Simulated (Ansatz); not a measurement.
## C2F4O (trifluoroacetyl fluoride): the energy, rung by rung

C2F4O has 7 atoms, charge 0, and is taken as a singlet. SMILES: `O=C(F)C(F)(F)F`. The shape was relaxed beforehand at wB97X-V/def2-SVP.

Quantity: the adiabatic electron affinity (to the doublet anion, shapes relaxed at wB97X-V/def2-SVP, no zero-point term), in eV. The values are calculated.

The electron affinity is E(neutral) − E(anion): positive where the electron is bound.

```json
{"level": "HF/def2-SVP", "kind": "Hartree–Fock", "program": "Ansatz", "value (eV)": "-0.46", "less CCSD(T)/def2-SVP": "+0.06", "CPU time (all runs)": "4.7 s"}
{"level": "SVWN5/def2-SVP", "kind": "LDA", "program": "Ansatz", "value (eV)": "-0.26", "less CCSD(T)/def2-SVP": "+0.26", "CPU time (all runs)": "3.2 s"}
{"level": "BLYP/def2-SVP", "kind": "GGA", "program": "Ansatz", "value (eV)": "-0.29", "less CCSD(T)/def2-SVP": "+0.23", "CPU time (all runs)": "5.3 s"}
{"level": "r2SCAN/def2-SVP", "kind": "meta-GGA", "program": "Ansatz", "value (eV)": "0.01", "less CCSD(T)/def2-SVP": "+0.53", "CPU time (all runs)": "12 s"}
{"level": "PBE0-D4/def2-SVP", "kind": "global hybrid", "program": "Ansatz", "value (eV)": "-0.07", "less CCSD(T)/def2-SVP": "+0.45", "CPU time (all runs)": "8.7 s"}
{"level": "CAM-B3LYP/def2-SVP", "kind": "range-separated hybrid", "program": "Ansatz", "value (eV)": "-0.06", "less CCSD(T)/def2-SVP": "+0.46", "CPU time (all runs)": "9.3 s"}
{"level": "RPA@PBE/def2-SVP", "kind": "RPA", "program": "Ansatz", "value (eV)": "-0.30", "less CCSD(T)/def2-SVP": "+0.22", "CPU time (all runs)": "9.8 s"}
{"level": "CCSD(T)/def2-SVP", "kind": "coupled cluster or CI", "program": "Ansatz", "value (eV)": "-0.52", "less CCSD(T)/def2-SVP": "0.00", "CPU time (all runs)": "1.9 min"}
```

Differences are taken from CCSD(T)/def2-SVP for orientation; it has basis-set and higher-order errors of its own. The values span -0.52 to 0.01 eV. Negative values mean that the anion is unbound at that level; they are set by how diffuse the basis is and aren't properties of the molecule. CPU times are rough (shared hosts, several kinds of processor): they show what a rung costs within a factor of a few.
